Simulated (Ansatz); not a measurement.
Ga7Sb7H20, a nanocrystal cut from zinc blende GaSb (hydrogen-capped), relaxed as a singlet with RKS PBE-D4/def2-SVP in Ansatz, starting from a model built from a lattice or polyhedron. Force threshold 0.03 eV/Å.

In the def2 sets Sb takes a core potential; there is no spin–orbit coupling. Single mean-field runs in def2-SVP are fitted with def2-universal-jkfit.

Start:

```xyz
34

Ga   -2.563   -0.915   -2.878
Ga    2.881    2.578    0.882
Ga    1.607   -0.510   -1.865
Ga   -1.299    2.162   -0.145
Ga   -3.552   -1.196    1.292
Ga    0.623   -0.824    2.310
Ga   -0.659   -3.881   -0.432
Sb    0.632    3.881    0.453
Sb   -0.655    0.842   -2.337
Sb   -2.903   -2.568   -0.862
Sb    3.535    1.162   -1.317
Sb    2.545    0.864    2.901
Sb    1.257   -2.175    0.129
Sb   -1.629    0.503    1.854
H    -2.190   -1.705   -4.165
H    -3.868   -0.141   -3.149
H     4.009    3.548    1.216
H     2.001   -1.301   -3.131
H    -2.621    2.922   -0.411
H    -4.871   -0.438    1.024
H    -3.737   -2.177    2.473
H     0.428   -1.768    3.492
H    -0.246   -4.690   -1.694
H    -0.837   -4.866    0.764
H     0.855    4.974   -0.877
H     0.227    4.757    1.821
H    -0.433    1.885   -3.630
H    -4.154   -3.689   -1.273
H     3.769    2.265   -2.613
H     4.996    0.334   -1.004
H     4.013    0.024    3.176
H     2.156    1.793    4.295
H     2.753   -3.036    0.422
H    -2.070    1.387    3.282
```

```json
{"step": "1", "energy (eV)": "-412637.5079", "largest force component (eV/Å)": "1.074", "SCF passes": "21"}
{"step": "2", "energy (eV)": "-412638.8951", "largest force component (eV/Å)": "0.577", "SCF passes": "24"}
{"step": "3", "energy (eV)": "-412639.0242", "largest force component (eV/Å)": "0.230", "SCF passes": "20"}
{"step": "4", "energy (eV)": "-412639.0881", "largest force component (eV/Å)": "0.038", "SCF passes": "19"}
{"step": "5", "energy (eV)": "-412639.0935", "largest force component (eV/Å)": "0.018", "SCF passes": "19"}
```

Force components are those of the run's own axes.

End:

```
atom   x (Å)   y (Å)   z (Å)
 Ga1  -2.732  -0.976  -3.076
 Ga2   3.075   2.730   0.924
 Ga3   1.545  -0.639  -1.983
 Ga4  -1.461   2.145  -0.192
 Ga5  -3.786  -1.295   1.367
 Ga6   0.518  -0.953   2.357
 Ga7  -0.704  -4.147  -0.463
 Sb8   0.653   3.741   0.425
 Sb9  -0.714   0.711  -2.291
Sb10  -2.765  -2.459  -0.832
Sb11   3.421   1.179  -1.223
Sb12   2.476   0.892   2.766
Sb13   1.156  -2.211   0.114
Sb14  -1.683   0.414   1.802
 H15  -2.112  -1.785  -4.283
 H16  -4.007  -0.046  -3.157
 H17   4.223   3.752   1.270
 H18   2.114  -1.342  -3.277
 H19  -2.692   3.108  -0.414
 H20  -4.991  -0.343   0.996
 H21  -3.744  -2.279   2.603
 H22   0.471  -1.840   3.662
 H23  -0.216  -4.757  -1.836
 H24  -0.860  -4.947   0.891
 H25   0.923   4.982  -0.735
 H26   0.336   4.790   1.751
 H27  -0.330   1.892  -3.485
 H28  -4.022  -3.570  -1.214
 H29   3.861   2.261  -2.485
 H30   4.981   0.486  -1.017
 H31   3.986   0.184   3.184
 H32   2.275   1.780   4.225
 H33   2.717  -2.864   0.435
 H34  -1.914   1.407   3.190
```

By distances, no bond broke or formed. The bond that changes most is Ga7–Sb13, from 2.63 to 2.75 Å (atoms count from 1).

No frequencies were taken in this run, so the end may be a saddle point.

Hardware: 2 threads of AMD EPYC 7R13 on a shared host and a share (18 GiB) of an NVIDIA H100 80GB HBM3. Wall time 42 s, peak host memory 1.2 GiB.
